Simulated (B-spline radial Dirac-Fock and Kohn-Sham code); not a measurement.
Calculated with a radial finite-basis atomic code, using ΔSCF Dirac-Fock with Breit, self-energy and vacuum polarisation, finite nucleus, configuration average. No correlation.

Q: An atom or ion in its tabulated ground configuration has these computed binding energies (the last is its least bound level). Which is it?

```tsv
level	binding energy (eV)
L3	12682.3
M2	3674.2
N3	960.6
N4	760.1
N6	479.5
N7	475.3
O2,3	403.1
```

A: Hg¹⁷⁺: Z = 80 with 63 electrons, [Kr] 4d10 4f14 5s2 5p1.

Q: Identify the element and charge state from the binding energies below (tabulated ground configuration; the least bound level is included).

| level | binding energy (eV) |
| --- | --- |
| 2s | 5321.9 |
| 2p1/2 | 5034.5 |
| 2p3/2 | 4841.9 |
| 3s | 1865.0 |
| 3p1/2 | 1750.0 |
| 3p3/2 | 1707.3 |
| 3d | 1549.1 |

A: Cd²⁸⁺: Z = 48 with 20 electrons, [Ar] 3d2.

Q: An atom or ion in its tabulated ground configuration has these computed binding energies (the last is its least bound level). Which is it?

| level | binding energy (eV) |
| --- | --- |
| 2s | 8075.3 |
| 3s | 2063.3 |
| 3p3/2 | 1756.1 |
| 3d3/2 | 1440.8 |
| 4p1/2 | 598.3 |
| 4d3/2 | 445.5 |
| 4f | 304.4 |

A: Sm¹⁵⁺: Z = 62 with 47 electrons, [Kr] 4d10 4f1.
